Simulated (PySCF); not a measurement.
CH₈FNSi₂, SMILES F[Si@@H]([SiH2]C)N. Geometry: PBE-D3(BJ)/def2-SVP. The structure was generated by enumeration; whether it is a known compound was not checked. One conformer was computed; it need not be the lowest.

Computed equilibrium geometry at PBE-D3(BJ)/def2-SVP (PySCF confirms it by a frequency run) as Cartesian coordinates in Å (one conformer of several):
```xyz
13

C      1.9934     0.6449    -1.5545
Si     0.6838    -0.6367    -1.0645
Si    -0.3906     0.0454     0.9067
N     -1.1846     1.5417     0.5464
F     -1.4098    -1.1619     1.4019
H      2.4520     0.3978    -2.5328
H      1.5298     1.6493    -1.6237
H      2.7996     0.6923    -0.7951
H      1.3002    -2.0022    -0.9023
H     -0.3665    -0.7389    -2.1456
H      0.5159     0.3199     2.0741
H     -1.5306     2.1435     1.2984
H     -1.7847     1.6136    -0.2791
```
